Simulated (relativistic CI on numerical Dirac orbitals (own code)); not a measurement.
## Ir⁶⁺: 4d photoemission

Computed with this model: Dirac-Coulomb-Breit CI, separate exchange-only KLI orbitals for each configuration, model QED (radiative potential, 1s self-energy scaled to tabulated hydrogen-like ionisation energies), valence Slater integrals scaled by 0.7, multiplet model of photoemission in the sudden approximation; configurations [Xe] 4f14 5d3 → [Kr] 4d9 4f14 5s2 5p6 5d3; 300 K; Lorentzian 3.5 eV and Gaussian 0.6 eV FWHM. Energies are those of the free ion, without screening or charge transfer. The energies are binding energies and can lie tens of eV above those of solids. S is read from ⟨S²⟩ = S(S + 1).

free ion: ground-state S = 1.32, centroid 402.05 eV. Peaks (eV, height): 395.4 (100), 411.4 (57).

Strongest unbroadened transitions for free ion:

```csv
Energy (eV),Relative strength
395.08,76.9
395.33,56.3
395.67,100.0
395.69,34.8
396.33,5.3
396.63,1.7
397.04,2.8
398.11,1.6
401.41,2.0
411.16,32.0
411.24,81.2
412.13,1.5
412.47,1.8
412.67,36.1
412.92,4.7
413.25,14.7
413.72,2.0
415.11,6.4
```
